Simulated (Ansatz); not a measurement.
Spectroscopic constants of S2-, multiplicity 2 (lowest of 2S+1 = 2, 4 at CCSD(T)/def2-TZVPP on PBE0 minima; our sources give no spin for the ground state, which may be another).

The constants come from a fifth-degree fit in 1/R (seven points, main isotopes). Runs in def2 and cc sets follow the lowest solution found near the PBE0 minimum.

Cores are frozen in the correlated methods.

Codes used: Ansatz (a first-principles code) with Gaussian orbitals. Values without a source in brackets are computed.

Energies at CCSD/aug-cc-pV(T+d)Z:

```json
[
 {"R (Å)": "1.862294", "E (hartree)": "-795.49396865"},
 {"R (Å)": "1.912356", "E (hartree)": "-795.50025688"},
 {"R (Å)": "1.958413", "E (hartree)": "-795.50338203"},
 {"R (Å)": "2.010477", "E (hartree)": "-795.50445957"},
 {"R (Å)": "2.062541", "E (hartree)": "-795.50346912"},
 {"R (Å)": "2.122615", "E (hartree)": "-795.50034810"},
 {"R (Å)": "2.192701", "E (hartree)": "-795.49472906"}
]
```

Task: With a reduced mass of 15.9860 u, find the minimum, the force constant and the constants.

Result: A fifth-degree polynomial in 1/R puts the minimum at r_e = 2.0095 Å with force constant 333 N/m. Then ω_e = (1/2πc)√(k/μ) = 594 cm⁻¹ and B_e = h/(8π²cμr_e²) = 0.2612 cm⁻¹; the cubic and quartic terms give α_e = 0.0015 and ω_e x_e = 2.3 cm⁻¹.
